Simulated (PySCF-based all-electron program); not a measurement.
## Distorting SiF4, singlet

Calculated with an in-house all-electron program built on PySCF, in large uncontracted Gaussian sets near the basis limit; the spin-free Dirac equation, no spin–orbit coupling, spin-restricted. Forces are good to about 0.004 eV/Å. Atoms are numbered as listed.

Shape A:

```csv
atom,x (Å),y (Å),z (Å)
Si,0.0000,0.0000,0.0000
F,0.9526,0.9526,0.9526
F,0.9526,-0.9526,-0.9526
F,-0.9526,0.9526,-0.9526
F,-0.9526,-0.9526,0.9526
```

r2SCAN forces:

| atom | Fx | Fy | Fz (eV/Å) |
| --- | --- | --- | --- |
| Si1 | 0.000 | 0.000 | 0.000 |
| F2 | -1.754 | -1.754 | -1.754 |
| F3 | -1.754 | 1.754 | 1.754 |
| F4 | 1.754 | -1.754 | 1.754 |
| F5 | 1.754 | 1.754 | -1.754 |

Shape B:

| atom | x (Å) | y (Å) | z (Å) |
| --- | --- | --- | --- |
| Si | 0.0000 | 0.0000 | 0.0000 |
| F | 0.8641 | 0.8641 | 0.8641 |
| F | 0.8641 | -0.8641 | -0.8641 |
| F | -0.8641 | 0.8641 | -0.8641 |
| F | -0.8641 | -0.8641 | 0.8641 |

PBE forces:

| atom | Fx | Fy | Fz (eV/Å) |
| --- | --- | --- | --- |
| Si1 | 0.000 | 0.000 | 0.000 |
| F2 | 2.308 | 2.308 | 2.308 |
| F3 | 2.308 | -2.308 | -2.308 |
| F4 | -2.308 | 2.308 | -2.308 |
| F5 | -2.308 | -2.308 | 2.308 |

Problem. What forces does r2SCAN give in shape B?

Solution. The forces move by 0.629 eV/Å (r.m.s. over the atoms) from PBE.

```json
{"atom": "Si1", "Fx": "0.000", "Fy": "0.000", "Fz (eV/Å)": "0.000"}
{"atom": "F2", "Fx": "1.902", "Fy": "1.902", "Fz (eV/Å)": "1.902"}
{"atom": "F3", "Fx": "1.902", "Fy": "-1.902", "Fz (eV/Å)": "-1.902"}
{"atom": "F4", "Fx": "-1.902", "Fy": "1.902", "Fz (eV/Å)": "-1.902"}
{"atom": "F5", "Fx": "-1.902", "Fy": "-1.902", "Fz (eV/Å)": "1.902"}
```

Shape C:

| atom | x (Å) | y (Å) | z (Å) |
| --- | --- | --- | --- |
| Si | 0.0000 | 0.0000 | 0.0000 |
| F | 0.8529 | 0.8529 | 0.8529 |
| F | 0.8529 | -0.8529 | -0.8529 |
| F | -0.8529 | 0.8529 | -0.8529 |
| F | -0.8529 | -0.8529 | 0.8529 |

PBE forces:

```
atom      Fx      Fy  Fz (eV/Å)
 Si1   0.000   0.000      0.000
  F2   3.043   3.043      3.043
  F3   3.043  -3.043     -3.043
  F4  -3.043   3.043     -3.043
  F5  -3.043  -3.043      3.043
```

Problem. What forces does r2SCAN give in shape C?

Solution. The forces move by 0.628 eV/Å (r.m.s. over the atoms) from PBE.

```json
{"atom": "Si1", "Fx": "0.000", "Fy": "0.000", "Fz (eV/Å)": "0.000"}
{"atom": "F2", "Fx": "2.638", "Fy": "2.638", "Fz (eV/Å)": "2.638"}
{"atom": "F3", "Fx": "2.638", "Fy": "-2.638", "Fz (eV/Å)": "-2.638"}
{"atom": "F4", "Fx": "-2.638", "Fy": "2.637", "Fz (eV/Å)": "-2.638"}
{"atom": "F5", "Fx": "-2.638", "Fy": "-2.638", "Fz (eV/Å)": "2.638"}
```
